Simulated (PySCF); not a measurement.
## Radial density of Sb (antimony, neutral)

wB97X, [Kr] 4d10 5s1 5p4, high-spin 4P determinant (an excited configuration). Calculation: PySCF 2.14, in x2c-TZVPPall with one added diffuse shell each of s, p, d, f type (9s7p5d3f, 76 functions); the spin-free X2C one-electron Hamiltonian (Gaussian nucleus).

```
r (bohr)  4πr²ρ (e/bohr)  4πr²(ρα − ρβ)
  0.0260           62.90         0.0131
  0.0437           57.71         0.0292
  0.0736           80.83         0.0539
   0.124           70.76        -0.0062
   0.208           64.37         0.0920
   0.350           51.62         0.0135
   0.589           21.96         0.2709
   0.991           19.20        -0.0240
    1.67           4.435         1.1926
    2.80           1.882         1.0875
    4.71          0.3151         0.1271
    7.93        0.004294        -0.0007
    13.3       1.024e-05         0.0000
```

Densities and radii are taken from the X2C orbitals without a picture-change correction, which distorts them close to the nucleus.

(1) Where is the radial spin density 4πr²(ρα − ρβ) most negative, and why is it negative at all?

Answers

(1) Around r = 0.991 bohr, down to -0.0240 e/bohr: exchange with the open shell polarises the paired shells in an unrestricted calculation.
